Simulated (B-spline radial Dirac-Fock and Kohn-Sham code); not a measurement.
Z = 16 (sulfur), transition energy 500 keV. Method: a Dirac-Hartree-Slater potential of the neutral atom with a Latter tail (no hole, which puts coefficients of high multipoles low close above an edge), finite nucleus with surface currents. Computed with an atomic code on a B-spline grid. Subshells that would emit electrons below 1 keV are left out.

Task: A pure transition shows α(K) = 0.00105, L1/L2 = 87.1 and L1/L3 = 95.2. What is its multipolarity?
A. M4
B. E4
C. E3
D. E1
E. E2
F. M2
G. M1
H. M3

Result: C. For comparison, α(K), L1/L2, L1/L3 are E1 9.38e-05, 415, 189; E2 0.000334, 187, 145; E4 0.00318, 47.3, 61.9; M1 0.000127, 267, 351; M2 0.000397, 145, 305; M3 0.00120, 90.0, 159; M4 0.00359, 61.3, 83.2.
